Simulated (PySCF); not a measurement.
Si(H)(F)2(Me) (CH4F2Si), SMILES C[SiH](F)F.

The structure is a stationary point at PBE-D3(BJ)/def2-SVP.

The numbers are results of PySCF with PBE/def2-TZVPD, not measurements.

The molecule is in vacuum.

```
Property                                                                                                        Value
---------------------------------------------------------------------------------------------  ----------------------
total energy                                                                                       -529.55532 hartree
point group                                                                                                        Cs
highest occupied level                                                                                       -8.04 eV
lowest empty level                                                                                           -0.41 eV
orbital gap                                                                                                   7.63 eV
dipole moment                                                                                                  2.30 D
quadrupole, principal values (traceless, Buckingham form, about the centre of nuclear charge)   -3.48, 0.73, 2.75 D·Å
mean static polarisability                                                                       40.9 bohr³ (6.06 Å³)
polarisability, principal values                                                               38.4, 39.0, 45.4 bohr³
```
